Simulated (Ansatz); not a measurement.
Isolated molecules relaxed with PBE0-D4/def2-TZVP in Ansatz; ΔE leaves out vibrations. CCSD(T)/CBS is the MP2 limit (def2-TZVPP, def2-QZVPP) plus CCSD(T) − MP2 in def2-TZVPP, frozen cores. For Ga outer-core shells are correlated without core-valence functions, which leaves a few kJ/mol of doubt a bond. Scalar relativity is left out up to krypton. One conformer a species, not always the lowest.

Consider the substitution at a C–N bond: `C=CN(CC)C(C)(C)C` + `[OH][Ga]([F])[Cl]` → `CC(C)(C)[O][Ga]([F])[Cl]` + `C=CNCC`.

`C=CN(CC)C(C)(C)C`:

Cartesian coordinates in Å:
```
C 2.069 -1.901 0.588
C 0.903 -1.496 0.064
N 0.117 -0.437 0.434
C 0.629 0.431 1.470
C 1.675 1.441 1.014
C -0.929 0.013 -0.505
C -1.893 -1.141 -0.790
C -1.746 1.144 0.109
C -0.312 0.502 -1.818
H 2.585 -1.385 1.386
H 2.525 -2.804 0.207
H 0.493 -2.080 -0.751
H 1.059 -0.218 2.238
H -0.202 0.947 1.951
H 1.239 2.201 0.362
H 2.480 0.947 0.466
H 2.112 1.952 1.875
H -2.307 -1.529 0.143
H -1.415 -1.966 -1.320
H -2.715 -0.789 -1.417
H -2.537 1.422 -0.589
H -1.147 2.037 0.296
H -2.219 0.836 1.044
H 0.285 -0.284 -2.285
H 0.341 1.360 -1.648
H -1.091 0.800 -2.524
```

`[OH][Ga]([F])[Cl]`:

Z-matrix (Å, degrees):
```
Ga
O 1 1.761
Cl 1 2.115 2 124.1
F 1 1.733 2 117.4 3 180.0
H 2 0.961 1 113.2 3 0.0
```

`CC(C)(C)[O][Ga]([F])[Cl]`:

Cartesian coordinates in Å:
```
C 0.215 1.456 0.201
C 0.163 0.035 -0.340
C 1.139 -0.863 0.405
C 0.446 0.017 -1.832
O -1.168 -0.483 -0.205
Ga -1.995 -0.679 1.332
F -1.245 -0.251 2.850
Cl -3.955 -1.448 1.415
H 0.009 1.470 1.276
H 1.203 1.896 0.048
H -0.521 2.081 -0.309
H 1.062 -1.889 0.039
H 0.935 -0.852 1.480
H 2.168 -0.525 0.261
H 1.449 0.398 -2.040
H 0.374 -1.002 -2.218
H -0.279 0.637 -2.362
```

`C=CNCC`:

```xyz
14

C     1.750   -1.471   -0.889
C     0.772   -1.100   -0.060
N    -0.481   -0.649   -0.403
C    -1.179    0.254    0.485
C    -0.637    1.675    0.499
H     2.665   -1.890   -0.497
H     1.652   -1.392   -1.966
H     0.913   -1.188    1.015
H    -0.593   -0.438   -1.384
H    -2.237    0.256    0.205
H    -1.131   -0.174    1.491
H     0.414    1.686    0.796
H    -0.710    2.131   -0.492
H    -1.198    2.300    1.199
```

```tsv
level	ΔE (kcal/mol)
HF/def2-TZVPP	-8.2
MP2/def2-TZVPP	2.8
HF/def2-QZVPP	-8.0
CCSD/CBS(def2)	-1.1
```

Task: What does CCSD(T)/CBS give? (Best estimate.)

Result: Computed: 0.0 kcal/mol. The listed levels differ from it by -8.2, 2.8, -8.0, -1.1 kcal/mol.

Largest T1 diagnostic among the species: 0.014.

In def2-TZVPP, CCSD(T) changes the Hartree–Fock value by +8.4 kcal/mol (the triples alone add +1.1 kcal/mol) and MP2 by +11.0 kcal/mol. The D4 term adds +3.5 kcal/mol with B3LYP and +2.1 kcal/mol with PBE0; it sums over pairs of atoms, weighted by their polarisabilities, and B3LYP, whose exchange is more repulsive, gets the larger term. From PBE to PBE0 (25 % exact exchange), in def2-TZVPP and without D4, ΔE moves by +0.7 kcal/mol.

B3LYP here is the variant with VWN-RPA as its local correlation; programs differ in this.
